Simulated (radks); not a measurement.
Neutral cerium inside a hard spherical wall (all orbitals vanish at R), configuration held at [Xe] 4f1 5d1 6s2 and not refilled when levels cross. Calculated with a radial shooting solver on a logarithmic mesh with Libxc functionals: scalar-relativistic Kohn-Sham, PBE, spin-unpolarised, spherical densities, finite nucleus; Fermi nuclear charge, rms radius 4.8771 fm. Eigenvalues in eV, with the zero of energy where the potential of the charges vanishes at infinity; a dash marks a level that is unbound or too diffuse for the functional's potential to be trusted. A positive occupied level is held by the wall or, in an anion where self-interaction has pushed it up, behind a barrier. The pressure on the wall is -dE/dV.

\begin{tabular}{lrrrrrrrrr}
R (bohr) & E (hartree) & kinetic (hartree) & e(5p) & e(4f) & e(6s) & e(5d) & e(6p, empty) & e(7s, empty) & pressure (GPa) \\ \hline
free & -8860.0377 & 9389.934 & -23.226 & -5.383 & -3.745 & -3.060 & -1.348 & - & 0 \\
20 & -8860.0377 & 9389.934 & -23.226 & -5.383 & -3.745 & -3.059 & -1.348 & 0.013 & < 0.0001 \\
15 & -8860.0377 & 9389.934 & -23.223 & -5.379 & -3.742 & -3.057 & -1.334 & 0.378 & 0.000273 \\
10 & -8860.0341 & 9389.965 & -23.022 & -5.174 & -3.581 & -2.883 & -0.963 & 2.820 & 0.0818 \\
7 & -8859.9769 & 9390.272 & -21.692 & -3.781 & -2.189 & -1.697 & 1.347 & 11.239 & 2.70 \\
4 & -8858.7630 & 9394.952 & -13.889 & 5.324 & 15.112 & 7.684 & 24.889 & 70.196 & 227 \\
3 & -8855.0090 & 9408.548 & -0.555 & 20.313 & 54.491 & 25.916 & 71.531 & 166.87 & 2020 \\
2.5 & -8848.5471 & 9429.849 & 18.013 & 37.592 & 109.11 & 50.903 & 132.30 & 283.46 & 7600 \\
\end{tabular}
